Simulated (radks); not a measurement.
Values are calculated unless marked as measured or tabulated.
Question: The mean radii <r> (bohr) of the occupied orbitals of an atom or ion are listed with their occupations. Code: a radial shooting solver on a logarithmic mesh with Libxc functionals. Model: scalar-relativistic Kohn-Sham, PBE, spin-polarised, spherical densities, finite nucleus; Fermi nuclear charge, rms radius of each element as measured or else 0.836 A^(1/3) + 0.57 fm.

| orbital | occ. | <r> |
|---|---|---|
| 1s down | 1 | 0.02151 |
| 1s up | 1 | 0.02151 |
| 2s up | 1 | 0.09151 |
| 2s down | 1 | 0.09150 |
| 2p up | 3 | 0.08089 |
| 2p down | 3 | 0.08089 |
| 3s up | 1 | 0.2395 |
| 3s down | 1 | 0.2393 |
| 3p up | 3 | 0.2382 |
| 3p down | 3 | 0.2380 |
| 3d up | 5 | 0.2167 |
| 3d down | 5 | 0.2164 |
| 4s up | 1 | 0.5409 |
| 4s down | 1 | 0.5410 |
| 4p up | 3 | 0.5727 |
| 4p down | 3 | 0.5729 |
| 4d up | 5 | 0.6212 |
| 4d down | 5 | 0.6222 |
| 5s up | 1 | 1.301 |
| 5s down | 1 | 1.317 |
| 5p up | 3 | 1.525 |
| 5p down | 3 | 1.552 |
| 4f up | 7 | 0.8293 |
| 4f down | 1 | 0.8694 |
| 6s up | 1 | 3.877 |
| 6s down | 1 | 4.050 |
| 5d up | 1 | 2.748 |

Name the element and its charge. Open shells, if any, are filled with parallel spins first.

Answer: Z = 65, terbium, charge 0: Tb in [Xe] 4f8 5d1 6s2. The 1s radius gives Z: for a bare nucleus <r> = (2 gamma + 1)/(2Z) with gamma = sqrt(1 - (Z/c)^2), 0.02124 bohr for Z = 65, and screening makes it slightly larger (0.02151 here). The occupations add up to 65, and the charge is Z minus that.
